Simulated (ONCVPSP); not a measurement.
**PBE ONCV dataset for chromium (Cr), scalar-relativistic all-electron reference.**

* Element: chromium (Cr)
* Generator: ONCVPSP 4.0.1
* Type: optimised norm-conserving Vanderbilt (ONCV)
* Functional: PBE
* Relativity: scalar-relativistic
* Frozen core: [Ne]
* Valence charge: 14
* Reference configuration: 3s2 3p6 3d5 (charge +1)
* Partial waves: 3s: rc 0.85 bohr, ncon 5, nbas 10, qcut 9.5 1/bohr, 2 projectors, debl 0.4 Ha; 3p: rc 1.05 bohr, ncon 4, nbas 9, qcut 8 1/bohr, 3 projectors, debl 4 Ha; 3d: rc 1.05 bohr, ncon 3, nbas 7, qcut 8.6 1/bohr, 1 projector
* Local potential: polynomial inside 0.75 bohr (lpopt 5, dvloc0 3 Ha)
* Core correction: none

In the s channel the program set the typed energies aside and used -2.976, 0.250 Ha.

Problem. Does the generator finish with these settings?

Solution. Yes, a potential is produced and its reference levels are reproduced.

Problem. Does the potential have ghost states?

Solution. No bound ghost flagged; GHOST(+) flagged for s at 418.3 eV.

Its largest configuration-test error is -20 meV (3s2 3p6 3d3). 1 of 4 tests not solved or not reliable.
